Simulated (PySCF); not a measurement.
**Atomic charges against the basis set**

C2H9NSi2.
Structure used (PBE0-D3(BJ)/def2-SVP), in Å, numbered top down from 1:
```xyz
14
C2H9NSi2 angstrom
Si    -2.0192   -0.3844    0.0943
C     -0.6001    0.1076   -1.0694
C      0.2358    1.1978   -0.4741
N      1.2674    1.0881    0.2495
Si     2.1523   -0.2946    0.8347
H     -2.8637    0.8071    0.4072
H     -2.8619   -1.4280   -0.5623
H     -1.4476   -0.9266    1.3628
H     -1.0496    0.4388   -2.0197
H     -0.0066   -0.8012   -1.2601
H     -0.1441    2.2207   -0.6799
H      2.0276   -0.3040    2.3214
H      1.7116   -1.6389    0.3225
H      3.5834   -0.1054    0.4597
```

PBE0 throughout (PySCF), one geometry, spherical d and f functions. Isolated species at its PBE0-D3(BJ)/def2-SVP geometry (one conformer only). Atoms taken as equivalent share a column and are averaged. The first 7 of 9 kinds of atom are listed.

Mulliken charges (e):

| basis | functions | Si1 | C2 | C3 | N4 | Si5 | H6/H7/H8 | H9/H10 |
| --- | --- | --- | --- | --- | --- | --- | --- | --- |
| STO-3G | 42 | +0.543 | -0.321 | +0.024 | -0.413 | +0.635 | -0.115 | +0.079 |
| 6-31G | 71 | +0.559 | -0.725 | +0.100 | -0.598 | +0.673 | -0.095 | +0.220 |
| pcSseg-0 | 71 | +0.555 | -1.055 | +0.157 | -0.815 | +0.693 | -0.040 | +0.295 |
| 6-31G* | 96 | +0.382 | -0.634 | +0.079 | -0.458 | +0.442 | -0.057 | +0.217 |
| cc-pVDZ | 123 | +0.234 | -0.208 | +0.076 | -0.305 | +0.305 | -0.035 | +0.077 |
| def2-SVP | 123 | +0.364 | -0.310 | +0.045 | -0.338 | +0.442 | -0.057 | +0.092 |
| aug-cc-pVDZ | 204 | -0.608 | +0.403 | +0.656 | -0.617 | -0.538 | +0.281 | -0.273 |
| 6-311+G(2d,p) | 205 | +0.403 | -0.589 | -0.031 | -0.448 | +0.560 | -0.052 | +0.177 |
| def2-TZVP | 221 | +0.147 | -0.320 | -0.021 | -0.285 | +0.223 | -0.013 | +0.143 |
| IGLO-III | 283 | +0.727 | -0.506 | +0.040 | -0.534 | +0.874 | -0.158 | +0.152 |
| cc-pVTZ | 284 | +0.170 | -0.286 | -0.007 | -0.264 | +0.214 | -0.019 | +0.121 |
| pcSseg-2 | 320 | +0.569 | -0.288 | +0.098 | -0.473 | +0.663 | -0.122 | +0.081 |

IAO charges (e):

| basis | functions | Si1 | C2 | C3 | N4 | Si5 | H6/H7/H8 | H9/H10 |
| --- | --- | --- | --- | --- | --- | --- | --- | --- |
| STO-3G | 42 | +0.647 | -0.536 | -0.023 | -0.432 | +0.700 | -0.123 | +0.136 |
| 6-31G | 71 | +0.459 | -0.556 | +0.052 | -0.496 | +0.551 | -0.072 | +0.169 |
| pcSseg-0 | 71 | +0.449 | -0.572 | +0.054 | -0.493 | +0.548 | -0.066 | +0.170 |
| 6-31G* | 96 | +0.589 | -0.568 | +0.083 | -0.543 | +0.693 | -0.107 | +0.162 |
| cc-pVDZ | 123 | +0.582 | -0.566 | +0.080 | -0.535 | +0.683 | -0.105 | +0.162 |
| def2-SVP | 123 | +0.603 | -0.566 | +0.081 | -0.534 | +0.701 | -0.111 | +0.160 |
| aug-cc-pVDZ | 204 | +0.584 | -0.572 | +0.081 | -0.551 | +0.687 | -0.105 | +0.165 |
| 6-311+G(2d,p) | 205 | +0.616 | -0.583 | +0.082 | -0.562 | +0.723 | -0.113 | +0.166 |
| def2-TZVP | 221 | +0.625 | -0.586 | +0.084 | -0.564 | +0.732 | -0.115 | +0.167 |
| IGLO-III | 283 | +0.625 | -0.586 | +0.082 | -0.564 | +0.730 | -0.115 | +0.167 |
| cc-pVTZ | 284 | +0.610 | -0.583 | +0.083 | -0.558 | +0.716 | -0.111 | +0.167 |
| pcSseg-2 | 320 | +0.624 | -0.586 | +0.084 | -0.562 | +0.730 | -0.115 | +0.167 |

Hirshfeld charges (e):

```tsv
basis	functions	Si1	C2	C3	N4	Si5	H6/H7/H8	H9/H10
STO-3G	42	+0.352	-0.099	+0.047	-0.274	+0.417	-0.081	+0.014
6-31G	71	+0.292	-0.141	+0.071	-0.272	+0.321	-0.068	+0.050
pcSseg-0	71	+0.315	-0.144	+0.064	-0.252	+0.342	-0.070	+0.039
6-31G*	96	+0.295	-0.139	+0.077	-0.258	+0.311	-0.070	+0.053
cc-pVDZ	123	+0.316	-0.150	+0.069	-0.238	+0.323	-0.073	+0.050
def2-SVP	123	+0.324	-0.153	+0.071	-0.243	+0.330	-0.074	+0.050
aug-cc-pVDZ	204	+0.324	-0.167	+0.059	-0.260	+0.333	-0.070	+0.053
6-311+G(2d,p)	205	+0.327	-0.162	+0.058	-0.264	+0.337	-0.072	+0.053
def2-TZVP	221	+0.321	-0.162	+0.064	-0.257	+0.329	-0.071	+0.054
IGLO-III	283	+0.319	-0.164	+0.058	-0.257	+0.327	-0.069	+0.053
cc-pVTZ	284	+0.318	-0.160	+0.065	-0.252	+0.326	-0.071	+0.053
pcSseg-2	320	+0.326	-0.166	+0.062	-0.261	+0.335	-0.071	+0.054
```

Some averages cover members that differ in this geometry, most widely: H9/H10, Mulliken in aug-cc-pVDZ -0.350 to -0.196; H6/H7/H8, Mulliken in aug-cc-pVDZ +0.271 to +0.296 e.

Task: Which scheme is steadiest as the basis changes?

Result: Largest range over the bases for any column: Hirshfeld 0.11 e, IAO 0.20 e, Mulliken 1.46 e. Hirshfeld charges move least and Mulliken charges most, counted in e. Without the minimal STO-3G basis the ranges are Hirshfeld 0.04, IAO 0.18, Mulliken 1.46 e.

Task: How much do the charges still move between the two largest bases, cc-pVTZ and pcSseg-2?

Result: At most, over all atoms: Mulliken 0.449 e, IAO 0.014 e, Hirshfeld 0.009 e.

Task: What do the same runs give for the total energy, the frontier levels and the dipole moment?

Result: 
| basis | energy (Eh) | HOMO (eV) | LUMO (eV) | μ (D) |
| --- | --- | --- | --- | --- |
| STO-3G | -706.5770 | -3.60 | 3.14 | 1.65 |
| 6-31G | -714.7785 | -6.52 | -0.46 | 2.24 |
| pcSseg-0 | -713.9129 | -6.65 | -0.69 | 2.24 |
| 6-31G* | -714.8910 | -6.74 | -0.55 | 2.14 |
| cc-pVDZ | -714.9310 | -6.77 | -0.67 | 1.99 |
| def2-SVP | -714.6515 | -6.83 | -0.74 | 2.10 |
| aug-cc-pVDZ | -714.9420 | -6.91 | -0.91 | 2.14 |
| 6-311+G(2d,p) | -714.9919 | -6.97 | -0.93 | 2.19 |
| def2-TZVP | -715.0045 | -6.94 | -0.88 | 2.15 |
| IGLO-III | -715.0089 | -6.96 | -0.91 | 2.17 |
| cc-pVTZ | -715.0039 | -6.91 | -0.84 | 2.11 |
| pcSseg-2 | -715.0177 | -6.95 | -0.91 | 2.21 |

The dipole is fixed by the density alone, so its range of 0.59 D shows that the density itself changes with the basis, not only its division among atoms.
